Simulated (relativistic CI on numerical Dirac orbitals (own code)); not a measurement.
# Radial parameters of Lu LXX

Method of calculation: Dirac-Coulomb-Breit CI, KLI orbitals optimised for each configuration, QED by a radiative potential, unscaled Slater integrals (own radial code, finite nucleus).

Slater integrals F^k, G^k are unscaled and averaged over j, outside the closed core (none); ζ comes from projecting the Hamiltonian with its Breit term on Σ l·s of the shell.

- 1s.2s: G^0(1s,2s) = 449190 cm⁻¹; <r>(1s) = 0.01912, <r^2>(1s) = 0.0005008, <r>(2s) = 0.07654, <r^2>(2s) = 0.006952 (bohr units).
- 1s.2p: G^1(1s,2p) = 751380, ζ(2p) = 7.0682e+06 cm⁻¹; <r>(1s) = 0.01912, <r^2>(1s) = 0.0005008, <r>(2p) = 0.06709, <r^2>(2p) = 0.005476 (bohr units).
- 1s.3s: G^0(1s,3s) = 116460 cm⁻¹; <r>(1s) = 0.01911, <r^2>(1s) = 0.0005, <r>(3s) = 0.1772, <r^2>(3s) = 0.03595 (bohr units).

Averages of the first 10 configurations, taken without configuration mixing, which lowers the lowest level and can move excited configurations by several eV; other configurations of the list can lie among them:

```json
{"Configuration": "1s2", "Parity": "even", "States": "1", "Average energy above the lowest level (eV)": "0.4"}
{"Configuration": "1s.2s", "Parity": "even", "States": "4", "Average energy above the lowest level (eV)": "53954.4"}
{"Configuration": "1s.2p", "Parity": "odd", "States": "12", "Average energy above the lowest level (eV)": "54914.2"}
{"Configuration": "1s.3s", "Parity": "even", "States": "4", "Average energy above the lowest level (eV)": "64324.7"}
{"Configuration": "1s.3p", "Parity": "odd", "States": "12", "Average energy above the lowest level (eV)": "64608.2"}
{"Configuration": "1s.3d", "Parity": "even", "States": "20", "Average energy above the lowest level (eV)": "64812.2"}
{"Configuration": "1s.4s", "Parity": "even", "States": "4", "Average energy above the lowest level (eV)": "67888.8"}
{"Configuration": "1s.4p", "Parity": "odd", "States": "12", "Average energy above the lowest level (eV)": "68007.3"}
{"Configuration": "1s.4d", "Parity": "even", "States": "20", "Average energy above the lowest level (eV)": "68093.2"}
{"Configuration": "1s.4f", "Parity": "odd", "States": "28", "Average energy above the lowest level (eV)": "68125.5"}
```
